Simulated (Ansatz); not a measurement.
Basis-set extrapolation for CH4BFN2, SMILES `N/C=N/BF` (PBE0-D4/def2-TZVP geometry, frozen core, Ansatz 0.2.0). Multiplicity 1, RHF reference.

```tsv
	def2-TZVPP	def2-QZVPP
HF	-273.421224	-273.433854
MP2 correlation	-0.908418	-0.978594
CCSD(T) correlation	-0.965975	not run
```

Energies in hartree. Use E(X) = E(∞) + A·exp(−7.88·√X) for Hartree–Fock and E(X) = E(∞) + B·X^(−2.97) for correlation, with X = 3 and 4, and add CCSD(T) minus MP2 of the smaller set to the MP2 limit.

**Question.** What is the CCSD(T) energy at the basis-set limit?

**Answer.** HF limit: -273.433854 + (-0.012630) × 0.13774 = -273.43559. MP2 limit: -0.978594 + (-0.070176) × 0.74074 = -1.03058. Higher-order term: -0.965975 − (-0.908418) = -0.05756. Total: -274.52373 hartree, 358.5 kJ/mol below CCSD(T)/def2-TZVPP.
